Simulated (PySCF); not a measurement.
[NbF6]2-: Nb(IV) (d1), charge -2. The structure is a PBE0-D3(BJ)/def2-TZVP, IEF-PCM water geometry optimised for multiplicity 2; coordination octahedral, point group D2h, metal–donor distances 1.97–2.01 Å.

The d shell alone is too small an active space for [NbF6]2- (an active orbital has only 0.68 squared overlap with the free ion's shell): its levels, fitted parameters, g values and moments show what this model gives and aren't sound predictions.

Method (PySCF 2.14, density fitting): CASSCF(1,5) with orbitals averaged over all microstates of the shell, strongly contracted NEVPT2 on the averaged canonical orbitals; basis x2c-TZVPall on the metal, x2c-SVPall elsewhere; spin-free X2C; IEF-PCM water; spin-orbit coupling by state interaction with the mean-field operator over all roots.

CASSCF energies above the lowest CASSCF root:

```tsv
state	CASSCF / cm⁻¹
2B3g (from 2T2g)	0
2B2g (from 2T2g)	1005
2Ag (from 2T2g)	1064
2Ag (from 2Eg)	30989
2B1g (from 2Eg)	33600
```

**Question.** How does dynamic correlation (SC-NEVPT2) move these states?

**Answer.** 
```
           state  NEVPT2 / cm⁻¹  shift / cm⁻¹
2B3g (from 2T2g)              0             0
2B2g (from 2T2g)           1025           +20
 2Ag (from 2T2g)           1105           +41
  2Ag (from 2Eg)          31838          +848
 2B1g (from 2Eg)          34408          +809
```

In the ligand-field fit 10Dq goes from 31605 to 32413 cm⁻¹. The symmetry is lower than cubic, so 10Dq is the difference of the means of the two sets.

No frequencies were computed for the optimised geometry. Charge-transfer states lie outside this active space and may come lower than some of these levels. NEVPT2 on the d shell alone tends to put d–d bands too high for such charged or covalently bound ions.
